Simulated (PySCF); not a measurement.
Ru(O)4 anion (O4Ru), SMILES [O]=[Ru](=[O])(=[O])=[O] (connectivity only; charge and spin as stated), charge -1, multiplicity 2. Geometry: B3LYP-D3(BJ)/def2-SVPD. The multiplicity is an assumed one; other spin states were not compared. The isomer is the one that the SMILES or the coordinates give; other isomers of the formula were not compared. The def2 effective core potentials stand for the cores of Ru; spin–orbit coupling is left out.

Computed with B3LYP-D3(BJ)/def2-SVPD (PySCF).

Harmonic wavenumbers (cm⁻¹): 217, 237, 269, 325, 325, 846, 891, 891, 899. Rotational constants (GHz): 4.060, 4.060, 3.810; symmetry number 4.

Problem. Work out the zero-point energy and the ideal-gas rigid-rotor harmonic-oscillator thermochemistry at 298.15 K and 1 atm.

Solution. ZPE = ½ Σ hcν = ½ × 4898 cm⁻¹ = 7.00 kcal/mol. H − E(el) = 10.95 kcal/mol. Entropy in cal/(mol K): translation 41.21, rotation 23.29, vibration 8.59, spin 1.38, total 74.47. G − E(el) = -11.25 kcal/mol. Cp = 18.64 cal/(mol K).
